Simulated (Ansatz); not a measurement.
F3HSeZr, SMILES `[F][Zr]([F])([F])[SeH]` from Hartree–Fock to CCSD(T)

| atom | x (Å) | y (Å) | z (Å) |
| --- | --- | --- | --- |
| F1 | -0.4758 | -1.4687 | 1.3396 |
| Zr2 | 0.3558 | -0.4816 | -0.0420 |
| F3 | 2.2333 | -0.6587 | 0.0160 |
| F4 | -0.3493 | -1.1036 | -1.6822 |
| Se5 | -0.1671 | 2.0280 | 0.2384 |
| H6 | -1.5969 | 1.6846 | 0.1302 |

Total charge 0; spin multiplicity 1. Correlated methods include outer-core shells of Se, Zr, which these sets cover unevenly. Scalar relativity is left out up to krypton. Zr: def2 effective core potential. The geometry is a stationary point of PBE0-D4/def2-TZVP. It is one conformer, not always the lowest. Frozen core, restricted reference, Ansatz.

```csv
basis,HF (Eh),MP2 corr.
def2-SVP,-2745.03112,-1.04425
def2-TZVPP,-2745.72432,-1.37248
def2-QZVPP,-2745.79045,-1.80034
```

Q: Estimate the CCSD correlation energy and the (T) correction in each basis where they were run (hartree).

A: 
```json
{"basis": "def2-SVP", "CCSD corr.": "-1.04517", "(T)": "-0.02759"}
{"basis": "def2-TZVPP", "CCSD corr.": "-1.36861", "(T)": "-0.05085"}
```
